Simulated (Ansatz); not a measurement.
`[CH3][SbH][OH]` + H₂O → `[OH][SbH][OH]` + CH₄ at 500 K and 1 bar (formal hydrolysis of the Sb–C bond).

Isolated molecules relaxed with PBE0-D4/def2-TZVP in Ansatz; ΔE leaves out vibrations. CCSD(T)/CBS adds triple-zeta CCSD(T) − MP2 to the extrapolated MP2 energy (def2 sets, frozen cores). This one scheme is used for every species. Elements past krypton have def2 core potentials. For Sb outer-core shells are correlated without core-valence functions, which leaves a few kJ/mol of doubt a bond. One conformer a species, not always the lowest.

| species | CCSD(T)/CBS energy (Eh) | H − E (kJ/mol) | S (J/(mol·K)) |
| --- | --- | --- | --- |
| `[CH3][SbH][OH]` | -356.25469 | 184.8 | 367.9 |
| H₂O | -76.37941 | 73.2 | 206.3 |
| `[OH][SbH][OH]` | -392.18842 | 121.8 | 348.9 |
| CH₄ | -40.46206 | 135.6 | 206.8 |

H − E and S are ideal-gas, rigid-rotor, harmonic terms from PBE0-D4/def2-TZVP, for one conformer and one mirror image of each species. 1 Eh = 2625.50 kJ/mol, R = 8.31446 J/(mol·K).

Task: By hand: ΔE, ΔH, ΔS and ΔG.

Result: ΔE = (-392.18842) + (-40.46206) − (-356.25469) − (-76.37941) = -0.01638 Eh = -43.0 kJ/mol. Δ(H − E) = 121.8 + 135.6 − 184.8 − 73.2 = -0.6, so ΔH = -43.6 kJ/mol. ΔS = 348.9 + 206.8 − 367.9 − 206.3 = -18.5 J/(mol·K). ΔG = -43.6 − 500 × (-18.5)/1000 = -34.4 kJ/mol.

Task: By hand: the equilibrium constant, and the temperature at which ΔG would vanish if ΔH and ΔS stayed fixed.

Result: log₁₀ K = −ΔG/(RT ln 10) = 3.6. ΔG = 0 at ΔH/ΔS = 2357 K, though so small a ΔS makes that figure unsure.

ΔH outweighs TΔS. A doubt of 5 kJ/mol in ΔE shifts log₁₀ K by 0.5 here. Other conformers and mirror images would add mixing entropy, several J/(mol·K) or more a flexible species. These are equilibria of isolated gas molecules and say nothing of rates. Largest T1 diagnostic: 0.015 (customary marks: 0.02 for closed shells, 0.045 for open ones).
